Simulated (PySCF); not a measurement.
C2H6MgO, SMILES [Mg]([OH])[CH2]C. Coordinates come from a ωB97X-D3(BJ)/def2-SVP optimisation. One conformer was computed; it need not be the lowest.

These are ωB97X-D3(BJ)/def2-SVP in PySCF values and carry that method's errors.

Harmonic wavenumbers (cm⁻¹): 94, 122, 187, 190, 233, 237, 469, 556, 828, 918, 954, 1037, 1196, 1253, 1406, 1444, 1482, 1496, 3033, 3044, 3088, 3107, 3123, 4093. Rotational constants (GHz): 25.45, 2.186, 2.064; symmetry number 1.

Question: Work out the zero-point energy and the ideal-gas rigid-rotor harmonic-oscillator thermochemistry at 298.15 K and 1 atm.

Answer: ZPE = ½ Σ hcν = ½ × 33589 cm⁻¹ = 48.02 kcal/mol. H − E(el) = 53.09 kcal/mol. Entropy in cal/(mol K): translation 38.67, rotation 25.44, vibration 16.73, total 80.84. G − E(el) = 28.98 kcal/mol. Cp = 24.15 cal/(mol K). Modes under 150 cm⁻¹ make the vibrational entropy uncertain.
